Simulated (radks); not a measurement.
Problem. Coherent X-ray form factor from a spherical all-electron density. All-electron calculation, scalar-relativistic Kohn-Sham, PBE, spin-polarised, spherical densities, finite nucleus; Fermi nuclear charge, rms radius of each element as measured or else 0.836 A^(1/3) + 0.57 fm. Program: a radial shooting solver on a logarithmic mesh with Libxc functionals.

| sin(theta)/lambda (1/angstrom) | f0 (electrons) |
|---|---|
| 0.05 | 76.235 |
| 0.1 | 74.086 |
| 0.15 | 70.928 |
| 0.2 | 67.206 |
| 0.25 | 63.305 |
| 0.3 | 59.491 |
| 0.4 | 52.617 |
| 0.5 | 46.902 |
| 0.6 | 42.148 |
| 0.8 | 34.520 |
| 1 | 28.491 |
| 1.25 | 22.776 |
| 1.5 | 18.906 |
| 2 | 14.702 |

The species is in the configuration that NIST lists as its ground one. Which atom or ion scatters so?

Solution. The gold ion Au2+, [Xe] 4f14 5d9. Extrapolating in s^2 from the first two rows gives f0(0) = 77.0, near the electron count 77; among species with that count, the fall with angle is slower the higher Z, and the table is that of Z = 79; from so few rows the species is fixed only to a neighbour or two.
